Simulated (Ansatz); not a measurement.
Job for Ansatz (a first-principles code): U-revPBE/def2-TZVPP on S2 (SMILES S=S).

Ansatz 0.2 input:
```yaml
crystal:
  periodic: [false, false, false]
  atoms:
    - {symbol: S, position_ang: [-0.00000000, -0.00000000, -0.95178573]}
    - {symbol: S, position_ang: [0.00000000, 0.00000000, 0.95178573]}
basis:
  gaussian:
    orbitals: def2-TZVPP
hamiltonian:
  xc: {name: revPBE}
magnetization: {spin_polarized: true, initial_magnetization: 2}
```

Program output:

```
WARN ansatz: RAYON_NUM_THREADS=1 ignored (pool sized by the plan → 1); use --threads N
Functional definition: revPBE
integrals: 0.02 GiB planned
568 factors; their error is unknown
mean field: 0.20 GiB planned
mean field evaluation 1: about -21666.8301 eV, gradient 8.6e0 eV
mean field evaluation 2: about -21666.7330 eV, gradient 1.1e1 eV
mean field evaluation 4: about -21667.2634 eV, gradient 3.7e-1 eV
mean field evaluation 8: about -21667.2564 eV, gradient 7.6e-4 eV
mean field -21667.25643493 eV, -796.2569873899 hartree, gradient 6.3e-6 eV, S^2 2.005154; 0 other end points of the search recorded, 0 dependent functions left out
reference -21667.25646448 eV, -796.2569884756 hartree; 17, 15 occupied and 67, 69 virtual orbitals, 568 factors
Total energy: -21667.25646448 eV, -796.2569884756 hartree
```

The run converged.

Cost: about 0.8 core-seconds (a rough figure).
